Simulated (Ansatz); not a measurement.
C$_{3}$F$_{6}$, charge -1, doublet, at a GFN2-xTB geometry (a state made from the parent by changing its charge; the spin is typed, not shown lowest) (a gas-phase anion, which may not be bound at this level); Ansatz (a program for electronic structure) with MP2/def2-SVP.

Ansatz was given this input:
Ansatz 0.2 input:
```yaml
crystal:
  periodic: [false, false, false]
  atoms:
    - {symbol: F, position_ang: [2.61961399, -0.16167968, 0.51722906]}
    - {symbol: C, position_ang: [1.29270948, 0.23703580, 0.65338783]}
    - {symbol: F, position_ang: [1.27846866, 1.56940562, 0.29804702]}
    - {symbol: C, position_ang: [0.32933436, -0.58038697, -0.06206978]}
    - {symbol: F, position_ang: [0.15274132, -1.84779103, 0.53246313]}
    - {symbol: C, position_ang: [-0.97651162, 0.00065765, -0.37030286]}
    - {symbol: F, position_ang: [-1.73856647, 0.55997130, 0.67387771]}
    - {symbol: F, position_ang: [-0.90852864, 1.00925083, -1.26397875]}
    - {symbol: F, position_ang: [-1.83408364, -0.90069473, -0.90498166]}
basis:
  gaussian:
    orbitals: def2-SVP
total_charge: -1
magnetization: {spin_polarized: true, initial_magnetization: 1}
correlation: {method: mp2, electrons: outside_noble_gas}
accuracy: high
```

Output, abridged:

```
Functional definition: HF
2827 factors; integrals over basis functions are off by at most 3.5e-9 eV
mean field evaluation 1: about -19303.1679 eV, gradient 3.5e1 eV
mean field evaluation 2: about -19303.4092 eV, gradient 3.5e1 eV
mean field evaluation 4: about -19308.7843 eV, gradient 4.0e0 eV
mean field evaluation 8: about -19308.9546 eV, gradient 7.4e-1 eV
mean field evaluation 16: about -19308.9831 eV, gradient 5.1e-5 eV
mean field -19308.98314898 eV, -709.5920426263 hartree, gradient 2.7e-8 eV, S^2 0.772352; 0 other end points of the search recorded, 0 dependent functions left out
9 core orbitals not correlated
reference -19308.98314898 eV, -709.5920426263 hartree; 28, 27 occupied and 89, 90 virtual orbitals, 2827 factors
second order -39.92179817 eV of doubles, -0.00000000 eV of singles
Total energy: -19348.90494715 eV, -711.0591416491 hartree
```
